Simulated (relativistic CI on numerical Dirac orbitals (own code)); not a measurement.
# Os²⁺: 4f photoemission

Computed with this model: Dirac-Coulomb-Breit CI, orbitals from a KLI potential per configuration, QED by a radiative potential, multiplet model of photoemission in the sudden approximation, unscaled Slater integrals; configurations [Xe] 4f14 5d6 → [Xe] 4f13 5d6; 80 K; Lorentzian 0.17 eV and Gaussian 0.5 eV FWHM. Energies are those of the free ion, without screening or charge transfer. The energies are binding energies and can lie tens of eV above those of solids. S is read from ⟨S²⟩ = S(S + 1).

Field parameters in Wybourne normalisation: Td as Oh with Dq negative (B⁴₀ = 21Dq, B⁴₄ = √(5/14) B⁴₀). The field is a parameter set, without covalency.

free ion: ground-state S = 1.93, centroid 77.87 eV. Peaks (eV, height): 75.8 (78), 76.7 (100), 78.9 (73), 79.7 (48), 80.3 (44).

Td, 10Dq = -2450 cm⁻¹: ground-state S = 1.93, centroid 77.88 eV. Peaks (eV, height): 75.8 (85), 76.8 (100), 78.9 (75), 79.8 (51).

Strongest unbroadened transitions for free ion:

```
Energy (eV)  Relative strength
      75.70              100.0
      76.14               17.7
      76.19               55.9
      76.48               37.7
      76.58               26.3
      76.66               18.0
      76.74               38.1
      76.92               31.3
      76.94               36.0
      77.20               17.8
      78.56               18.7
      78.86               27.2
      78.91               18.5
      79.02               16.7
      79.55               15.1
      79.66               20.8
      80.35               20.7
      80.64               23.3
```
